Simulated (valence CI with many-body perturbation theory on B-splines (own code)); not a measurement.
**Rb³⁰⁺ in three bases**

Calculated by valence CI with perturbative core correlation (CI+MBPT): five valence electrons over a frozen Dirac-Fock core [He], a basis of 9 s, 9 p, 8 d, 6 f, 3 g, 1 h functions for each j, with the one-electron correlation potential Σ1, the two-electron term Σ2, the three-electron term Σ3, Breit, model QED; selected CI, second order for the rest, scaled by the run's own slope (own B-spline code, finite nucleus).

No measured spectrum was set against this ion. As an estimate, large intervals hold to a few tenths of a per cent, small ones and those within an open d or f shell to about a per cent. Among the levels kept, up to 5300 cm⁻¹ of a level comes from second order outside the variational space, and about a tenth of that is noise between levels of different J, which matters for small intervals.

The reference run has the lowest level (2s^2 2p1/2^2 2p3/2) J=3/2 and an ionisation energy of 3598.41 eV. Its largest variational space holds 27312 state functions.

Levels are named by their leading jj configuration (3d3/2^4 stands for four electrons in 3d with j = 3/2), which in mixed levels can hold well under half, so a name can repeat and another be missing. Letters in brackets count levels of one name in rising energy.

Changed runs:
A. basis 6 s, 6 p, 5 d, 3 f, 1 g
B. basis 5 s, 5 p, 4 d, 2 f

Excitation energies of the reference run in cm⁻¹, and shifts in cm⁻¹:

| Level | Reference | A | B |
| --- | --- | --- | --- |
| (2s^2 2p1/2 2p3/2^2) J=3/2 | 436713 | -5.0 | -33 |
| (2s^2 2p1/2 2p3/2^2) J=5/2 | 543953 | +129 | +323 |
| (2s^2 2p1/2 2p3/2^2) J=1/2 | 683878 | +118 | +414 |
| (2s^2 2p3/2^3) J=3/2 | 1113040 | +83 | +259 |
| (2s 2p1/2^2 2p3/2^2) J=5/2 | 1482960 | -35 | -116 |
| (2s 2p1/2^2 2p3/2^2) J=3/2 | 1761360 | +14 | +73 |
| (2s 2p1/2^2 2p3/2^2) J=1/2 | 1768810 | +15 | +135 |
| (2s 2p1/2 2p3/2^3) J=3/2 [a] | 2096120 | +98 | +345 |
| (2s 2p1/2 2p3/2^3) J=5/2 | 2226300 | +177 | +525 |
| (2s 2p1/2 2p3/2^3) J=1/2 | 2387760 | +136 | +526 |
| (2s 2p1/2 2p3/2^3) J=3/2 [b] | 2476410 | +220 | +721 |
| (2s 2p3/2^4) J=1/2 | 2955000 | +171 | +646 |
| Ionisation energy (eV) | 3598.41 | -0.03 | -0.11 |
